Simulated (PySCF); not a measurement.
C5H5Cl.

```xyz
11

Cl    -0.0009     2.0049     0.0000
C     -0.0695     0.2864     0.0000
C     -1.1728    -0.4860     0.0000
C     -0.7373    -1.8945     0.0000
C      0.6102    -1.9545     0.0000
C      1.1729    -0.5584     0.0000
H     -2.2047    -0.1327     0.0000
H     -1.4201    -2.7470     0.0000
H      1.2226    -2.8579     0.0000
H      1.7977    -0.3520     0.8869
H      1.7977    -0.3520    -0.8869
```
Charge 0, spin multiplicity 1.

Geometry: ωB97X-D3(BJ)/def2-SVP. Other conformers were not sampled.

Level of theory: PBE0/pcSseg-1 (PySCF). Non-relativistic, no solvent.

Computed absolute GIAO shielding of each atom: isotropic value and principal components (ppm):
```
atom  σ(iso)    σ11    σ22    σ33   span
----  ------  -----  -----  -----  -----
Cl1    750.9  503.3  778.4  971.1  467.8
C2      34.5  -63.0   63.5  103.0  166.1
C3      47.8  -51.2   60.0  134.5  185.8
C4      43.1  -61.5   49.0  141.8  203.3
C5      46.0  -59.3   48.0  149.3  208.5
C6     134.9  123.5  125.8  155.3   31.9
H7      24.8   22.6   22.9   28.8    6.1
H8      24.6   23.3   23.6   26.9    3.6
H9      24.8   23.6   25.4   25.5    1.9
H10     28.3   23.7   27.6   33.5    9.8
H11     28.3   23.7   27.6   33.5    9.8
```
